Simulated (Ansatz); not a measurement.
Z-matrix (Å, degrees):
```
C
N 1 1.440
O 1 1.405 2 113.6
H 1 1.093 2 110.7 3 117.7
H 1 1.097 2 108.6 3 -124.1
Si 2 1.706 1 124.6 3 -88.9
H 2 1.007 1 114.9 3 105.9
H 3 0.961 1 108.1 2 -54.5
Br 6 2.239 2 113.3 1 -76.3
H 6 1.477 2 109.9 1 41.2
H 6 1.479 2 108.2 1 165.9
```

The species carries charge 0 and has multiplicity 1.

(1) List the ωB97M-V/def2-TZVPP orbital energies in eV (the Gaussian-basis code of Ansatz). (Best estimate.)

## Answers

(1) Ansatz gave: Occupied: -13156.42, -1808.10, -1708.75, -1536.94, -1536.89, -1536.89, -526.20, -394.76, -283.85, -241.60, -181.27, -181.11, -181.10, -149.05, -103.21, -103.15, -103.14, -74.65, -74.60, -74.59, -74.47, -74.47, -31.81, -27.67, -24.17, -21.59, -18.50, -17.11, -16.55, -15.49, -13.83, -12.87, -12.70, -12.48, -10.95, -10.73, -10.43, -10.02. Lowest empty: 1.78, 2.24, 2.84, 3.19, 3.39, 3.48, 4.41, 4.88.
